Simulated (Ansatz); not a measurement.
Born–Oppenheimer molecular dynamics of BH$_{7}$O$_{2}$Si (11 atoms, charge 0, multiplicity 1). It starts at the highest image of a converged band. Of that band: The profile has 2 maxima (images 4, 6) with wells between them (image 5): this band takes more than one step, which may be the mechanism or a detour left from its start path. Neighbouring images differ by up to 2.6 eV, so the band resolves the path poorly. A vibrational analysis at the climbing image gives one clearly imaginary mode, 1354i cm⁻¹: a first-order saddle point.

All numbers below come from Ansatz 0.2.0, RKS B3LYP-D4/6-31G*.

```
ensemble                      : NVE (velocity Verlet)
time step                     : 0.5 fs
steps asked                   : 200
starting velocities drawn for : 100 K
seed                          : 9996
```

First frame:

```xyz
11
Properties=species:S:1:pos:R:3
B -0.267 0.149 0.162
O 0.295 -0.661 1.439
H -0.453 -1.055 1.923
O 0.456 -0.051 -0.994
H 1.411 -0.091 -0.842
H -1.458 0.105 0.089
Si 0.211 2.311 0.848
H -0.130 2.956 2.156
H 1.630 2.665 0.539
H -0.650 2.958 -0.179
H 0.279 0.517 1.561
```

Question: How far do the bonds stretch over the last three quarters of this one trajectory? (Pairs bonded in most of those frames.)

Answer: 
```json
{"bond": "B1–O4", "mean (Å)": "1.374", "spread (Å)": "0.035", "shortest": "1.31", "longest": "1.44"}
{"bond": "B1–H6", "mean (Å)": "1.204", "spread (Å)": "0.011", "shortest": "1.19", "longest": "1.23"}
{"bond": "B1–Si7", "mean (Å)": "2.076", "spread (Å)": "0.103", "shortest": "1.92", "longest": "2.25"}
{"bond": "O2–H3", "mean (Å)": "0.971", "spread (Å)": "0.014", "shortest": "0.94", "longest": "0.99"}
{"bond": "O2–H11", "mean (Å)": "0.972", "spread (Å)": "0.014", "shortest": "0.95", "longest": "1.00"}
{"bond": "O4–H5", "mean (Å)": "0.971", "spread (Å)": "0.004", "shortest": "0.96", "longest": "0.98"}
{"bond": "Si7–H8", "mean (Å)": "1.497", "spread (Å)": "0.021", "shortest": "1.46", "longest": "1.53"}
{"bond": "Si7–H9", "mean (Å)": "1.502", "spread (Å)": "0.011", "shortest": "1.48", "longest": "1.52"}
{"bond": "Si7–H10", "mean (Å)": "1.498", "spread (Å)": "0.008", "shortest": "1.48", "longest": "1.51"}
```

Mean temperature of the second half: 631 K. The conserved energy stayed within 0.037 meV per atom of its start (net change 0.029 meV per atom), so the integration is sound. The kinetic energy rose, since the run started high on the potential surface and went downhill. It ends in pieces (BH5OSi + H2O), so much of that is their flight and rotation, not heat. A run of 0.1 ps of so small a system gives no equilibrium averages. The orbitals stay closed-shell, which can raise the energy where a bond breaks towards radicals; this wasn't checked here.

The run took 5.1 min on 2 threads of Arm Neoverse V2, with other jobs on the host, peak memory 0.15 GiB.
